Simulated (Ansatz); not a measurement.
`O[SiH](O)S[SiH](O)Cl`, 12 atoms. The species carries charge 0 and has multiplicity 1. All runs use 2 threads of an AMD EPYC 7R13 on a shared host and a share of an NVIDIA H100 80 GB. Correlated methods freeze the cores.

Problem. How many basis functions does each run have, and how long does it take in Ansatz? RKS revPBE-D4/def2-TZVPP energy; RKS PBE0-D4/def2-TZVP relaxation (21 steps); RHF-CCSD(T)/def2-TZVPP energy; RKS ωB97M-V/def2-SVP energy; RKS HSE06 (plane-wave form)-D4/def2-TZVPP energy; RKS PBE-D4/def2-TZVPP energy and forces; RKS PBE0-D4/def2-SVP energy; RHF-MP2/def2-QZVPP energy; RHF-CCSD(T)/def2-SVP energy; RKS CAM-B3LYP-D4/def2-TZVPP energy. (Estimate.)

Solution. Ansatz gave: Other jobs shared the machine, so times are rough.

```
                                    level                    job  functions  wall time  peak host memory (GiB)
                     RKS ωB97M-V/def2-SVP                 energy        139        8 s                    0.88
                       RHF-MP2/def2-QZVPP                 energy        601        9 s                     1.2
                     RKS PBE0-D4/def2-SVP                 energy        139      9.5 s                     0.8
                     RHF-CCSD(T)/def2-SVP                 energy        139       11 s                     0.8
RKS HSE06 (plane-wave form)-D4/def2-TZVPP                 energy        331       11 s                    0.88
              RKS CAM-B3LYP-D4/def2-TZVPP                 energy        331       12 s                    0.88
                    RKS PBE-D4/def2-TZVPP      energy and forces        331       14 s                    0.86
                 RKS revPBE-D4/def2-TZVPP                 energy        331       16 s                    0.85
                   RHF-CCSD(T)/def2-TZVPP                 energy        331       28 s                     1.4
                    RKS PBE0-D4/def2-TZVP  relaxation (21 steps)        271       64 s                    0.96
```
